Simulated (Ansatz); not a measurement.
Cost and result up the ladder for (F2B-mu-H)2 (B2H2F4) (8 atoms). The state is a singlet with charge 0. Geometry: PBE0-D4/def2-SVP.

Cartesian coordinates in Å:
```
B 0.3589 -0.4768 -0.6753
F 1.4417 -0.0225 -1.2977
F -0.2003 -1.6267 -1.0378
H 0.5914 -0.4975 0.6656
B -0.3589 0.4768 0.6753
F 0.2003 1.6267 1.0378
F -1.4418 0.0225 1.2977
H -0.5913 0.4975 -0.6656
```

Ansatz on 4 threads of Arm Neoverse V2 on a shared host. Times are rough, and most runs start from the orbitals of an earlier one. r2SCAN0-D4/def2-TZVP serves as the yardstick here, not as an exact answer. Differences are given only for rows in sets of like size (and for xTB, whose basis is part of the method), since another set adds its own error. Binding counts from free atoms at the same level (B doublet, F doublet, H doublet; other spins of the atoms weren't run), without zero-point energy or a counterpoise term.

Correlated methods freeze 6 core orbitals.

Correlated methods converge slowly with the basis.

```json
{"level": "PBE0-D4/def2-TZVPD", "functions": "252", "binding energy per atom (eV)": "4.39", "difference from r2SCAN0-D4/def2-TZVP (eV)": "0.05"}
{"level": "PBE-D4/def2-SVP", "functions": "94", "binding energy per atom (eV)": "4.65", "difference from r2SCAN0-D4/def2-TZVP (eV)": "–"}
{"level": "MP2/def2-TZVP", "functions": "198", "binding energy per atom (eV)": "4.46", "difference from r2SCAN0-D4/def2-TZVP (eV)": "0.12"}
{"level": "PBE0-D4/def2-TZVP", "functions": "198", "binding energy per atom (eV)": "4.40", "difference from r2SCAN0-D4/def2-TZVP (eV)": "0.06"}
{"level": "r2SCAN-D4/def2-TZVPD", "functions": "252", "binding energy per atom (eV)": "4.45", "difference from r2SCAN0-D4/def2-TZVP (eV)": "0.11"}
{"level": "PBE0-D4/def2-SVP", "functions": "94", "binding energy per atom (eV)": "4.50", "difference from r2SCAN0-D4/def2-TZVP (eV)": "–"}
{"level": "CCSD(T)/def2-TZVPP", "functions": "214", "binding energy per atom (eV)": "4.29", "difference from r2SCAN0-D4/def2-TZVP (eV)": "-0.05"}
{"level": "r2SCAN-D4/def2-TZVP", "functions": "198", "binding energy per atom (eV)": "4.45", "difference from r2SCAN0-D4/def2-TZVP (eV)": "0.11"}
{"level": "revPBE-D4/def2-TZVP", "functions": "198", "binding energy per atom (eV)": "4.37", "difference from r2SCAN0-D4/def2-TZVP (eV)": "0.03"}
{"level": "BHLYP-D4/def2-TZVP", "functions": "198", "binding energy per atom (eV)": "4.21", "difference from r2SCAN0-D4/def2-TZVP (eV)": "-0.13"}
{"level": "r2SCAN0-D4/def2-TZVP", "functions": "198", "binding energy per atom (eV)": "4.34", "difference from r2SCAN0-D4/def2-TZVP (eV)": "0.00"}
{"level": "HF/STO-3G", "functions": "32", "binding energy per atom (eV)": "3.42", "difference from r2SCAN0-D4/def2-TZVP (eV)": "–"}
{"level": "PBE-D4/def2-TZVPD", "functions": "252", "binding energy per atom (eV)": "4.51", "difference from r2SCAN0-D4/def2-TZVP (eV)": "0.17"}
{"level": "PBE-D4/def2-TZVP (with forces)", "functions": "198", "binding energy per atom (eV)": "4.53", "difference from r2SCAN0-D4/def2-TZVP (eV)": "0.19"}
```

Estimate how long each takes.

HF/STO-3G 0.1 s; PBE-D4/def2-SVP 0.65 s; PBE0-D4/def2-SVP 0.65 s; revPBE-D4/def2-TZVP 1.1 s; PBE-D4/def2-TZVP (with forces) 1.4 s; MP2/def2-TZVP 1.6 s; PBE0-D4/def2-TZVP 1.6 s; BHLYP-D4/def2-TZVP 1.6 s; PBE-D4/def2-TZVPD 2.2 s; r2SCAN-D4/def2-TZVP 2.3 s; r2SCAN0-D4/def2-TZVP 2.8 s; PBE0-D4/def2-TZVPD 2.9 s; r2SCAN-D4/def2-TZVPD 4.2 s; CCSD(T)/def2-TZVPP 3.8 min. On shared hardware such times vary by a factor of up to 3.
